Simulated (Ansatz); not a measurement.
Program: Ansatz. Geometries: PBE0-D4/def2-TZVP. ΔE: electronic, gas phase. CCSD(T)/CBS is the MP2 limit (def2-TZVPP, def2-QZVPP) plus CCSD(T) − MP2 in def2-TZVPP, frozen cores. Functionals use def2-TZVPP. B3LYP here is the variant with VWN-RPA as its local correlation; programs differ in this. def2 core potentials past Kr. For Te outer-core shells are correlated without core-valence functions, which leaves a few kJ/mol of doubt a bond. Each species was taken in one conformer, which may not be the lowest.

Reaction (redistribution): `O[SiH2][AlH][SiH3]` + `[SiH3]C(Cl)[TeH]` → `[SiH3]C([SiH3])[TeH]` + `O[SiH2][AlH][Cl]`

| level | ΔE (kJ/mol) | difference from CCSD(T)/CBS |
| --- | --- | --- |
| PBE-D4 | -227.0 | 27.1 |
| PBE0-D4 | -240.1 | 14.0 |
| B3LYP-D4 | -245.6 | 8.5 |
| PBE | -223.2 | 30.9 |
| PBE0 | -237.0 | 17.1 |
| CCSD/def2-TZVPP | -253.4 | 0.7 |
| CCSD(T)/def2-TZVPP | -251.1 | 3.0 |
| MP2/def2-QZVPP | -268.1 | -14.0 |
| SCS-MP2/def2-QZVPP | -262.3 | -8.2 |
| MP2/CBS(def2) | -269.2 | -15.1 |
| CCSD(T)/CBS | -254.1 | 0 |

Largest T1 diagnostic among the species: 0.013.

From PBE to PBE0 (25 % exact exchange), in def2-TZVPP and without D4, ΔE moves by −13.7 kJ/mol. The D4 term adds −6.1 kJ/mol with B3LYP and −3.2 kJ/mol with PBE0; it sums over pairs of atoms, weighted by their polarisabilities, and B3LYP, whose exchange is more repulsive, gets the larger term.
